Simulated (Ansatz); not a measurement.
A run for Ansatz (a program for electronic structure): R-B3LYP-D3(BJ)/def2-TZVP on BeGeH4 (SMILES [BeH][GeH3]).

Ansatz 0.2 input:
```yaml
crystal:
  periodic: [false, false, false]
  atoms:
    - {symbol: Be, position_ang: [-1.39446310, -0.74073763, -0.19382414]}
    - {symbol: H, position_ang: [-2.54491776, -1.35644012, -0.36694940]}
    - {symbol: Ge, position_ang: [0.48600431, 0.29510646, 0.05023380]}
    - {symbol: H, position_ang: [1.60748575, -0.41750474, 0.78710661]}
    - {symbol: H, position_ang: [1.26046243, 0.68718596, -1.14607755]}
    - {symbol: H, position_ang: [0.56595910, 1.51427356, 0.81297153]}
basis:
  gaussian:
    orbitals: def2-TZVP
hamiltonian:
  xc: b3lyp
  dispersion: d3bj
relax: {f_tol: 0.003, max_steps: 120}
```

Program output:

```
WARN ansatz: RAYON_NUM_THREADS=1 ignored (pool sized by the plan → 1); use --threads N
Functional definition: B3LYP
integrals: 0.02 GiB planned
706 factors; their error is unknown
mean field: 0.24 GiB planned
mean field evaluation 1: about -56984.0876 eV, gradient 2.1e1 eV
mean field evaluation 2: about -56984.6577 eV, gradient 1.6e1 eV
mean field evaluation 4: about -56985.1048 eV, gradient 7.5e-1 eV
mean field evaluation 8: about -56985.3189 eV, gradient 9.2e-2 eV
mean field -56985.31893996 eV, -2094.1718450071 hartree, gradient 5.0e-5 eV, S^2 0.000000; 0 other end points of the search recorded, 0 dependent functions left out
the calculation of the forces begins
reference -56985.31919462 eV, -2094.1718543658 hartree; 20, 20 occupied and 71, 71 virtual orbitals, 706 factors
relax step   1: F+E_penalty+E_count = -56985.46763588 eV  Δ(F+E_penalty+E_count) = +0.000e0 eV  max|allowed force component| = 1.942e0 eV/Å  Δτ_max = 0.0000 Å  (24 SCF iters, accepted)
these checks for a lower state are left out or cut short: starts, cluster_reference, orbital_swaps, neighbouring_geometries, increment
integrals: 0.02 GiB planned
706 factors; their error is unknown
mean field: 0.24 GiB planned
mean field evaluation 16: about -56985.3877 eV, gradient 1.0e-1 eV
mean field -56985.60013492 eV, -2094.1821787314 hartree, gradient 1.1e-5 eV, S^2 0.000000; 0 other end points of the search recorded, 0 dependent functions left out
the calculation of the forces begins
reference -56985.60039380 eV, -2094.1821882449 hartree; 20, 20 occupied and 71, 71 virtual orbitals, 706 factors
relax step   2: F+E_penalty+E_count = -56985.74878623 eV  Δ(F+E_penalty+E_count) = -2.812e-1 eV  max|allowed force component| = 3.335e-1 eV/Å  Δτ_max = 0.1842 Å  (26 SCF iters, accepted)
these checks for a lower state are left out or cut short: starts, cluster_reference, orbital_swaps, neighbouring_geometries, increment
integrals: 0.02 GiB planned
706 factors; their error is unknown
mean field: 0.24 GiB planned
mean field -56985.60054252 eV, -2094.1821937102 hartree, gradient 4.7e-5 eV, S^2 0.000000; 0 other end points of the search recorded, 0 dependent functions left out
the calculation of the forces begins
reference -56985.60080269 eV, -2094.1822032714 hartree; 20, 20 occupied and 71, 71 virtual orbitals, 706 factors
relax step   3: F+E_penalty+E_count = -56985.74762571 eV  Δ(F+E_penalty+E_count) = +1.161e-3 eV  max|allowed force component| = 4.558e-1 eV/Å  Δτ_max = 0.0725 Å  (24 SCF iters, rejected (line search))
these checks for a lower state are left out or cut short: starts, cluster_reference, orbital_swaps, neighbouring_geometries, increment
integrals: 0.02 GiB planned
706 factors; their error is unknown
mean field: 0.24 GiB planned
mean field -56985.61117747 eV, -2094.1825845374 hartree, gradient 3.5e-5 eV, S^2 0.000000; 0 other end points of the search recorded, 0 dependent functions left out
the calculation of the forces begins
reference -56985.61143653 eV, -2094.1825940576 hartree; 20, 20 occupied and 71, 71 virtual orbitals, 706 factors
relax step   4: F+E_penalty+E_count = -56985.75915646 eV  Δ(F+E_penalty+E_count) = -1.037e-2 eV  max|allowed force component| = 5.571e-2 eV/Å  Δτ_max = 0.0353 Å  (24 SCF iters, accepted)
these checks for a lower state are left out or cut short: starts, cluster_reference, orbital_swaps, neighbouring_geometries, increment
integrals: 0.02 GiB planned
706 factors; their error is unknown
mean field: 0.24 GiB planned
mean field evaluation 32: about -56985.3991 eV, gradient 3.6e-1 eV
mean field -56985.61159878 eV, -2094.1826000202 hartree, gradient 3.3e-5 eV, S^2 0.000000; 0 other end points of the search recorded, 0 dependent functions left out
the calculation of the forces begins
reference -56985.61185789 eV, -2094.1826095425 hartree; 20, 20 occupied and 71, 71 virtual orbitals, 706 factors
relax step   5: F+E_penalty+E_count = -56985.75944839 eV  Δ(F+E_penalty+E_count) = -2.919e-4 eV  max|allowed force component| = 1.714e-3 eV/Å  Δτ_max = 0.0108 Å  (25 SCF iters, accepted)
integrals: 0.02 GiB planned
706 factors; their error is unknown
mean field: 0.24 GiB planned
mean field -56985.61159878 eV, -2094.1826000202 hartree, gradient 3.3e-5 eV, S^2 0.000000; 1 other end points of the search recorded, 0 dependent functions left out
the calculation of the forces begins
reference -56985.61185789 eV, -2094.1826095425 hartree; 20, 20 occupied and 71, 71 virtual orbitals, 706 factors
Total energy: -56985.75970751 eV, -2094.1880429156 hartree
Atom 0 at    -1.361258    -0.723926    -0.195579 Å, force     0.001084     0.000287    -0.000227 eV/Å
Atom 1 at    -2.525979    -1.344525    -0.355634 Å, force    -0.001164     0.000169     0.000065 eV/Å
Atom 2 at     0.569333     0.301873     0.069176 Å, force    -0.001714    -0.000780     0.000002 eV/Å
Atom 3 at     1.608352    -0.554771     0.827325 Å, force     0.001312     0.000722     0.000292 eV/Å
Atom 4 at     1.239488     0.683839    -1.269908 Å, force     0.000465     0.000201     0.000050 eV/Å
Atom 5 at     0.450596     1.619393     0.868081 Å, force     0.000016    -0.000598    -0.000183 eV/Å
Dipole moment:    -0.108012    -0.056698    -0.014699 e Å
```

The calculation finished and met its thresholds.

Cost: roughly 7 core-seconds.
